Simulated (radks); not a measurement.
All-electron atom: Ni III in [Ne] 3s2 3d(up 4.5, down 4.5) 3p(up 3, down 2) (fractional occupations, a model configuration). All-electron calculation, scalar-relativistic Kohn-Sham, PBE, spin-polarised, spherical densities, finite nucleus; Fermi nuclear charge, rms radius 3.7757 fm. Program: a radial shooting solver on a logarithmic mesh with Libxc functionals.

Normalised radial functions P(r) = r R(r), r in bohr:

```
   r/bohr * 3s down, o 3d up, + 3d down (the largest magnitude, 1.29, reaches the edge; | marks zero, & curves that meet)
 0.004173                             &  *
 0.005981                             &   *
 0.008642                             &    *
  0.01239                             &     *
   0.0179                             &       *
  0.02565                             &       *
  0.03706                             &       *
  0.05312                             &   *
  0.07614                           * |&
     0.11                    *        | &
   0.1577               *             |    &
   0.2278                   *         |        &
   0.3266                             |   *          &
   0.4718                             |                  +o*
   0.6763                             |                    &     *
   0.9694                             |                 &*
    1.401                             |      *    &
    2.007                             | *    &
      2.9                             * o+
```

3s down: eigenvalue -131.11 eV, 2 radial nodes at r = 0.0703, 0.300 bohr, <r> = 0.741 bohr, 90 % of the charge inside 1.11 bohr. 3d up: eigenvalue -29.832 eV, 0 radial nodes, <r> = 0.950 bohr, 90 % of the charge inside 1.64 bohr. 3d down: eigenvalue -28.693 eV, 0 radial nodes, <r> = 0.966 bohr, 90 % of the charge inside 1.68 bohr.
